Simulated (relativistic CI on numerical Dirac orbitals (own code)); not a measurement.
# Ni³⁺ in a cubic cluster: 2p photoemission with charge transfer

Computed with a charge-transfer multiplet model of a cubic metal-ligand cluster with up to 2 ligand holes, Slater and spin-orbit integrals from Dirac-Coulomb-Breit ions, Slater integrals scaled by 0.9. The parameters are those of a tetrahedral site (10Dq negative, t2 hopping the larger). The ground state mixes d7 with configurations of k ligand holes L, whose averages lie at kΔ + k(k − 1)U_dd/2; a core hole lowers each added d electron by U_cd. 300 K, Lorentzian 0.6 eV and Gaussian 0.8 eV FWHM.

Atomic integrals in eV (Slater integrals scaled, ζ unscaled), ground: F2dd 11.900, F4dd 7.429, zeta_d 0.089; with the core hole: F2dd 13.428, F4dd 8.428, zeta_d 0.124, zeta_core 11.400, F2cd 8.116, G1cd 6.273, G3cd 3.570.

Cluster parameters (eV): Δ = 1.6, U_cd = 9.3, 10Dq = -0.25, 10Dq(ligand) = 0, V(eg) = 1.18, V(t2g) = -2, final-state hopping factor = 0.9.

```tsv
Case	n_d	d7	d8L	d9L2	S
U_dd = 6.1 eV	7.37	0.65	0.32	0.02	1.50
U_dd = 6.8 eV	7.36	0.66	0.32	0.02	1.50
U_dd = 7.5 eV	7.36	0.66	0.32	0.02	1.50
U_dd = 8.2 eV	7.35	0.66	0.32	0.02	1.50
U_dd = 8.9 eV	7.35	0.67	0.32	0.02	1.50
```

Weights, n_d and S are thermal averages at 300 K. Binding energies count from the first peak over 30 % of the highest in each spectrum, which can be another peak from case to case. The parameters are a model scan and need not match a compound or its usual spin state. Peaks in eV (height, largest 100):
- U_dd = 6.1 eV: 0.0 (100), 5.7 (38), 7.1 (39), 7.9 (38), 10.2 (37), 11.1 (34), 18.2 (50), 25.2 (30), 26.8 (22), 30.5 (16), 33.2 (6)
- U_dd = 6.8 eV: 0.0 (100), 6.7 (39), 8.0 (34), 10.2 (37), 11.1 (35), 16.1 (13), 18.3 (50), 25.4 (27), 26.7 (23), 30.3 (16), 33.0 (6)
- U_dd = 7.5 eV: 0.0 (100), 6.8 (41), 10.4 (36), 11.1 (36), 15.9 (13), 18.3 (50), 25.7 (25), 26.7 (23), 30.2 (15), 32.8 (6)
- U_dd = 8.2 eV: 0.0 (100), 6.9 (43), 10.6 (36), 15.7 (12), 18.3 (50), 26.1 (24), 26.7 (24), 30.2 (15), 32.6 (6)
- U_dd = 8.9 eV: 0.0 (100), 7.2 (44), 10.8 (36), 15.6 (12), 18.4 (49), 26.8 (25), 30.3 (14), 32.5 (6)

For the case U_dd = 8.2 eV, Δ = 1.6 eV is smaller than U_dd = 8.2 eV, the charge-transfer side of the Zaanen-Sawatzky-Allen scheme. With the core hole the average of the configuration with one ligand hole lies at Δ − U_cd = -7.7 eV before mixing: it lies below the unscreened one, so the lowest final states are mostly screened and the unscreened weight appears at higher binding energy as a satellite.

With at most 2 ligand holes the space is cut while the next configuration still counts, so covalency is underestimated, and a final configuration with one more ligand hole, which can lie low, is missing from the spectra.
